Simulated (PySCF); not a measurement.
**Computed vibrations of [Bi(NH3)3]3+**

[Bi(NH3)3]3+ (singlet). PySCF 2.14.0, RKS PBE0, Bi def2-SVP with ECP60, N def2-SVP, H def2-SVP; non-relativistic Hamiltonian with scalar-relativistic core potentials where named; density fitting; no spin-orbit coupling. Central differences of gradients.

```xyz
13

Bi    0.0000    0.0000   -0.2519
N     2.0064    0.0564    0.9979
H     1.9369    0.0296    2.0303
H     2.6288   -0.7339    0.7401
H     2.5617    0.9055    0.7786
N    -1.0520    1.7093    0.9979
H    -0.9940    1.6626    2.0303
H    -0.6789    2.6435    0.7401
H    -2.0650    1.7658    0.7786
N    -0.9543   -1.7658    0.9979
H    -0.9428   -1.6922    2.0303
H    -1.9499   -1.9097    0.7401
H    -0.4967   -2.6712    0.7786
```

Run from Python with OMP_NUM_THREADS=2. Where DIIS fails, smearing, a level shift and second-order steps follow.
It took 94 s on 2 threads of Arm Neoverse V2, on a shared host.

Q: What are the harmonic wavenumbers and infrared intensities?

A: Modes are labelled in C3; negative numbers are unstable modes, those under 60 cm⁻¹ near the noise; a finer grid moves soft modes by up to 10 cm⁻¹.
```
cm⁻¹  km/mol  symmetry
  71     0.0         a
  93     0.7         e
  93     0.7         e
 125     6.9         e
 125     6.9         e
 140    24.9         a
 382     0.9         e
 382     0.9         e
 385     0.0         a
 732    21.1         e
 732    21.1         e
 738     0.0         a
 796    37.4         e
 796    37.4         e
 805    87.1         a
1384    80.2         e
1384    80.2         e
1397    37.5         a
1583     0.4         a
1596    98.4         e
1596    98.4         e
1599    12.6         e
1599    12.6         e
1609   126.2         a
3332   442.9         e
3332   442.9         e
3346    49.2         a
3412     2.3         a
3415   317.0         e
3415   317.0         e
3446    27.3         e
3446    27.3         e
3452   517.7         a
```

Q: Is this a minimum?

A: Yes. Ideal gas at 298.15 K and 1 bar: S = 387.1 J/(mol K), Cp = 121.4 J/(mol K), H − H(0 K) = 25.4 kJ/mol (rigid rotor, harmonic modes, spin degeneracy alone).
